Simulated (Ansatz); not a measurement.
```yaml
crystal:
  periodic: [false, false, false]
  atoms:
    - {symbol: C, position_ang: [1.369522, -2.534787, -0.476930]}
    - {symbol: O, position_ang: [0.421527, -1.878704, 0.194957]}
    - {symbol: W, position_ang: [-0.319344, -0.122927, 0.226423]}
    - {symbol: O, position_ang: [-1.484656, -0.429444, -1.327388]}
    - {symbol: Cl, position_ang: [-1.160947, 2.245979, 0.214799]}
    - {symbol: O, position_ang: [-1.646238, -0.484528, 1.297783]}
    - {symbol: C, position_ang: [-2.940656, -0.513689, 1.459887]}
    - {symbol: O, position_ang: [0.818809, 0.504919, 1.564013]}
    - {symbol: C, position_ang: [1.561914, 1.595668, 1.787398]}
    - {symbol: O, position_ang: [1.108346, 0.550643, -1.039088]}
    - {symbol: C, position_ang: [1.138622, 1.038069, -2.188351]}
    - {symbol: H, position_ang: [2.212533, -3.263923, 0.259771]}
    - {symbol: H, position_ang: [2.021406, -1.729111, -1.197823]}
    - {symbol: H, position_ang: [0.792591, -3.353151, -1.089016]}
    - {symbol: H, position_ang: [-1.934751, 0.634191, -1.418033]}
    - {symbol: H, position_ang: [-3.385878, -0.772912, 0.424338]}
    - {symbol: H, position_ang: [-3.281466, 0.501399, 1.571390]}
    - {symbol: H, position_ang: [-3.320176, -1.081787, 2.246458]}
    - {symbol: H, position_ang: [1.041603, 2.526304, 2.124228]}
    - {symbol: H, position_ang: [2.339399, 1.790426, 1.041367]}
    - {symbol: H, position_ang: [2.292379, 1.507097, 2.792598]}
    - {symbol: H, position_ang: [0.541095, 2.204763, -2.165179]}
    - {symbol: H, position_ang: [2.106617, 0.964199, -2.762961]}
    - {symbol: H, position_ang: [0.223668, 0.555328, -3.046718]}
basis:
  gaussian: {orbitals: LANL2DZ}
hamiltonian: {xc: {name: SVWN5}}
accuracy: high
```

```sh
$ ansatz run in.yaml --threads 11 --pin off --events-out ev --progress --plain --max-ram 120832MiB --backend cpu
```

Task: How does Ansatz answer? (An estimate is asked.)

Result: Ansatz gave: The program refused the input.
```
Error: <dir> can't be read: No such file or directory (os error 2)
```
